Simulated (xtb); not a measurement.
xtb input (GFN2-xTB):

```bash
xtb mol.xyz --gfn 2 --ohess tight --chrg -1 --uhf 0
```
mol.xyz:
```
5

In     0.73857980     0.33679236     0.77944887
O      1.42854557     0.51938861    -1.03400669
H      0.78917243     0.26605461    -1.67676007
O     -1.14887067    -0.39708222     0.62187401
H     -1.76438583    -0.71856332     1.29749709
```

End of the output:

```
   ------------------------------------------------------------------------
       1    110.34    -0.97284 ( 95.95%)    -0.82163 (  4.05%)    -0.96672
       2    197.93    -0.64168 ( 99.59%)    -0.64871 (  0.41%)    -0.64171
       3    282.29    -0.45311 ( 99.90%)    -0.54361 (  0.10%)    -0.45320
   ------------------------------------------------------------------------

   temp. (K)  partition function   enthalpy   heat capacity  entropy
                                   cal/mol     cal/K/mol   cal/K/mol   J/K/mol
 298.15  VIB   11.3                 1938.310     11.555     11.302
         ROT  0.724E+05              888.752      2.981     25.219
         INT  0.819E+06             2827.063     14.536     36.521
         TR   0.176E+28             1481.254      4.968     40.885
         TOT                        4308.3165    19.5045    77.4062   323.8674

       T/K    H(0)-H(T)+PV         H(T)/Eh          T*S/Eh         G(T)/Eh
   ------------------------------------------------------------------------
    298.15    0.686574E-02    0.283041E-01    0.367782E-01   -0.847406E-02
   ------------------------------------------------------------------------

         :::::::::::::::::::::::::::::::::::::::::::::::::::::
         ::                  THERMODYNAMIC                  ::
         :::::::::::::::::::::::::::::::::::::::::::::::::::::
         :: total free energy         -10.647977238082 Eh   ::
         ::.................................................::
         :: total energy              -10.639503175422 Eh   ::
         :: zero point energy           0.021438364798 Eh   ::
         :: G(RRHO) w/o ZPVE           -0.029912427458 Eh   ::
         :: G(RRHO) contrib.           -0.008474062660 Eh   ::
         :::::::::::::::::::::::::::::::::::::::::::::::::::::

optimized geometry written to: xtbopt.xyz

           -------------------------------------------------
          | TOTAL ENERGY              -10.639503175422 Eh   |
          | TOTAL ENTHALPY            -10.611199071280 Eh   |
          | TOTAL FREE ENERGY         -10.647977238082 Eh   |
          | GRADIENT NORM               0.000352899751 Eh/α |
          | HOMO-LUMO GAP               5.205332905398 eV   |
           -------------------------------------------------

------------------------------------------------------------------------
------------------------------------------------------------------------
 total:
 SCF:
 ANC optimizer:
 analytical hessian:
```
